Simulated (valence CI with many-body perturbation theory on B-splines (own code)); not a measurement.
E1 transitions of Bi LXIX

Computed by relativistic CI+MBPT: five valence electrons over a frozen Dirac-Fock core [Ne], a basis of 11 s, 11 p, 10 d, 8 f, 5 g, 2 h functions for each j, with the one-electron correlation potential Σ1, the two-electron term Σ2, the three-electron term Σ3, Breit, model QED; selected CI, second order for the rest, scaled by the run's own slope (own B-spline code, finite nucleus).

The last digits are not significant, and no measured levels were compared; by estimate large intervals hold to a few tenths of a per cent, small ones and those within an open d or f shell to about a per cent. Among the levels kept, up to 3300 cm⁻¹ of a level comes from second order outside the variational space, and about a tenth of that is noise between levels of different J, which matters for small intervals.

Lines 151 to 200 of 571 in falling wavelength, among levels below 149.67 Ry, chosen from the strongest by gf and those to the six lowest levels. Wavelengths and rates use the calculated energies. Electric multipoles are in the length gauge, E1 and E2 with the static RPA response of the core. Weak lines are less certain than strong ones. Lines between different terms over intervals too small for the method are left out, as are lines whose strength nearly cancels. The highest levels of a list are the least certain.

Levels are named by their leading jj configuration (3d3/2^4 stands for four electrons in 3d with j = 3/2), which in mixed levels can hold well under half, so a name can repeat and another be missing. Letters in brackets count levels of one name in rising energy.

```
λ vac (Å)                               Upper                               Lower   A (s⁻¹)  log gf  Branch %
    29.12  (3s 3p1/2 3p3/2^2 3d5/2) J=1/2 [c]            (3s 3p1/2 3p3/2^3) J=1/2  4.07e+11   -0.99       9.8
    29.11      (3s^2 3p1/2 3d3/2 3d5/2) J=9/2      (3s^2 3p1/2 3p3/2 3d3/2) J=7/2  5.04e+11   -0.19      95.0
    29.08  (3s 3p1/2^2 3d3/2 3d5/2) J=7/2 [a]  (3s 3p1/2^2 3p3/2 3d3/2) J=5/2 [a]  3.59e+11   -0.44      73.2
    29.05          (3s^2 3p1/2 3d5/2^2) J=7/2  (3s^2 3p1/2 3p3/2 3d5/2) J=5/2 [a]  5.76e+10   -1.23       4.9
    29.01  (3s 3p1/2 3p3/2^2 3d5/2) J=3/2 [a]        (3s 3p1/2 3p3/2^3) J=3/2 [a]  3.80e+11   -0.72      12.2
    29.00          (3s 3p1/2^2 3d5/2^2) J=5/2  (3s 3p1/2^2 3p3/2 3d5/2) J=3/2 [a]  8.67e+10   -1.18       8.4
    28.98      (3s^2 3p1/2 3p3/2 3d5/2) J=1/2          (3s^2 3p1/2 3p3/2^2) J=1/2  6.80e+11   -0.77      78.8
    28.98  (3s^2 3p1/2 3d3/2 3d5/2) J=3/2 [b]  (3s^2 3p1/2 3p3/2 3d3/2) J=1/2 [b]  3.66e+11   -0.73       2.7
    28.93  (3s^2 3p1/2 3p3/2 3d5/2) J=5/2 [b]          (3s^2 3p1/2 3p3/2^2) J=5/2  2.04e+11   -0.81      17.5
    28.92  (3s 3p1/2^2 3d3/2 3d5/2) J=5/2 [a]  (3s 3p1/2^2 3p3/2 3d3/2) J=3/2 [a]  3.71e+11   -0.55      69.1
    28.92  (3s 3p1/2^2 3p3/2 3d5/2) J=7/2 [a]          (3s 3p1/2^2 3p3/2^2) J=5/2  5.04e+11   -0.30      77.2
    28.92  (3s^2 3p1/2 3d3/2 3d5/2) J=5/2 [a]  (3s^2 3p1/2 3p3/2 3d3/2) J=5/2 [a]  2.39e+11   -0.74      24.2
    28.88  (3s 3p1/2 3p3/2^2 3d5/2) J=3/2 [d]        (3s 3p1/2 3p3/2^3) J=3/2 [b]  5.70e+11   -0.55       7.3
    28.84  (3s 3p1/2^2 3p3/2 3d5/2) J=3/2 [b]          (3s 3p1/2^2 3p3/2^2) J=1/2  3.82e+11   -0.72      15.2
    28.78  (3s^2 3p1/2 3d3/2 3d5/2) J=3/2 [a]  (3s^2 3p1/2 3p3/2 3d3/2) J=3/2 [a]  3.43e+11   -0.77      42.6
    28.78          (3s 3p1/2^2 3d5/2^2) J=1/2  (3s 3p1/2^2 3p3/2 3d5/2) J=3/2 [b]  6.11e+11   -0.82      50.2
    28.75  (3s 3p1/2 3p3/2^2 3d5/2) J=5/2 [b]        (3s 3p1/2 3p3/2^3) J=3/2 [a]  3.44e+11   -0.59      10.5
    28.75  (3s 3p1/2^2 3p3/2 3d5/2) J=5/2 [b]          (3s 3p1/2^2 3p3/2^2) J=3/2  7.30e+11   -0.27      37.2
    28.73  (3s^2 3p1/2 3p3/2 3d5/2) J=7/2 [b]          (3s^2 3p1/2 3p3/2^2) J=5/2  8.46e+11   -0.08     100.0
    28.72  (3s^2 3p1/2 3d3/2 3d5/2) J=3/2 [a]  (3s^2 3p1/2 3p3/2 3d3/2) J=1/2 [a]  2.14e+11   -0.97      26.7
    28.71  (3s 3p1/2 3p3/2^2 3d5/2) J=5/2 [d]            (3s 3p1/2 3p3/2^3) J=5/2  4.28e+11   -0.50      16.9
    28.68          (3s 3p1/2^2 3d5/2^2) J=5/2  (3s 3p1/2^2 3p3/2 3d5/2) J=7/2 [a]  1.06e+11   -1.10      10.2
    28.67          (3s^2 3p1/2 3d5/2^2) J=1/2      (3s^2 3p1/2 3p3/2 3d5/2) J=1/2  3.31e+11   -1.09      25.0
    28.62  (3s^2 3p3/2 3d3/2 3d5/2) J=5/2 [d]      (3s^2 3p3/2^2 3d3/2) J=3/2 [b]  5.93e+11   -0.36       6.9
    28.58  (3s 3p1/2^2 3d3/2 3d5/2) J=3/2 [a]  (3s 3p1/2^2 3p3/2 3d3/2) J=1/2 [a]  3.40e+11   -0.78      59.4
    28.57  (3s^2 3p1/2 3d3/2 3d5/2) J=7/2 [b]  (3s^2 3p1/2 3p3/2 3d3/2) J=5/2 [b]  5.78e+11   -0.25       5.3
    28.56  (3s^2 3p3/2 3d3/2 3d5/2) J=1/2 [b]      (3s^2 3p3/2^2 3d3/2) J=3/2 [b]  7.07e+11   -0.76       9.4
    28.55          (3s^2 3p1/2 3d5/2^2) J=9/2      (3s^2 3p1/2 3p3/2 3d5/2) J=9/2  2.56e+11   -0.51      28.9
    28.52      (3s 3p1/2^2 3d3/2 3d5/2) J=9/2      (3s 3p1/2^2 3p3/2 3d3/2) J=7/2  4.88e+11   -0.23      82.6
    28.51      (3s^2 3p1/2 3d3/2 3d5/2) J=1/2  (3s^2 3p1/2 3p3/2 3d3/2) J=1/2 [a]  5.34e+11   -0.89      74.4
    28.41          (3s^2 3p3/2^2 3d5/2) J=3/2                (3s^2 3p3/2^3) J=3/2  9.54e+11   -0.34      84.2
    28.41          (3s^2 3p1/2 3d5/2^2) J=1/2  (3s^2 3p1/2 3p3/2 3d5/2) J=3/2 [b]  9.34e+11   -0.65      70.5
    28.38  (3s 3p1/2 3p3/2^2 3d5/2) J=5/2 [f]        (3s 3p1/2 3p3/2^3) J=3/2 [b]  9.52e+11   -0.16      12.0
    28.38  (3s 3p1/2^2 3d3/2 3d5/2) J=3/2 [a]  (3s 3p1/2^2 3p3/2 3d3/2) J=3/2 [a]  1.18e+11   -1.25      20.5
    28.37  (3s^2 3p3/2 3d3/2 3d5/2) J=7/2 [c]          (3s^2 3p3/2^2 3d3/2) J=5/2  9.31e+11   -0.05       9.4
    28.35  (3s 3p1/2 3p3/2^2 3d5/2) J=3/2 [e]        (3s 3p1/2 3p3/2^3) J=3/2 [b]  2.37e+11   -0.94       4.0
    28.35  (3s^2 3p3/2 3d3/2 3d5/2) J=5/2 [c]      (3s^2 3p3/2^2 3d3/2) J=3/2 [a]  6.29e+11   -0.34       5.1
    28.33          (3s 3p1/2^2 3d5/2^2) J=1/2      (3s 3p1/2^2 3p3/2 3d5/2) J=1/2  3.03e+11   -1.14      24.9
    28.27  (3s 3p1/2 3p3/2^2 3d5/2) J=7/2 [e]            (3s 3p1/2 3p3/2^3) J=5/2  8.81e+11   -0.07      19.7
    28.26          (3s^2 3p1/2 3d5/2^2) J=3/2  (3s^2 3p1/2 3p3/2 3d5/2) J=5/2 [a]  1.83e+11   -1.06      14.4
    28.17  (3s 3p1/2 3p3/2^2 3d5/2) J=3/2 [e]            (3s 3p1/2 3p3/2^3) J=1/2  1.00e+12   -0.32      16.9
    28.17          (3s^2 3p1/2 3d5/2^2) J=5/2  (3s^2 3p1/2 3p3/2 3d5/2) J=5/2 [a]  6.19e+11   -0.36      56.5
    28.16          (3s 3p1/2^2 3d5/2^2) J=5/2  (3s 3p1/2^2 3p3/2 3d5/2) J=5/2 [a]  5.79e+11   -0.38      55.8
    28.15  (3s 3p1/2 3p3/2^2 3d5/2) J=3/2 [b]        (3s 3p1/2 3p3/2^3) J=3/2 [a]  4.57e+11   -0.66      12.3
    28.08          (3s 3p1/2^2 3d5/2^2) J=3/2  (3s 3p1/2^2 3p3/2 3d5/2) J=3/2 [a]  3.59e+11   -0.77      33.4
    28.07  (3s^2 3p1/2 3p3/2 3d5/2) J=3/2 [b]          (3s^2 3p1/2 3p3/2^2) J=5/2  9.59e+10   -1.34      15.3
    28.06  (3s^2 3p1/2 3p3/2 3d5/2) J=5/2 [b]          (3s^2 3p1/2 3p3/2^2) J=3/2  9.58e+11   -0.17      82.4
    28.06  (3s 3p1/2 3p3/2^2 3d5/2) J=5/2 [e]            (3s 3p1/2 3p3/2^3) J=5/2  4.61e+11   -0.49      11.1
    28.02      (3s^2 3p3/2^2 3d5/2) J=5/2 [b]                (3s^2 3p3/2^3) J=3/2  1.30e+12   -0.04      93.3
    28.01          (3s^2 3p1/2 3d5/2^2) J=3/2  (3s^2 3p1/2 3p3/2 3d5/2) J=3/2 [a]  7.27e+11   -0.47      57.0
```
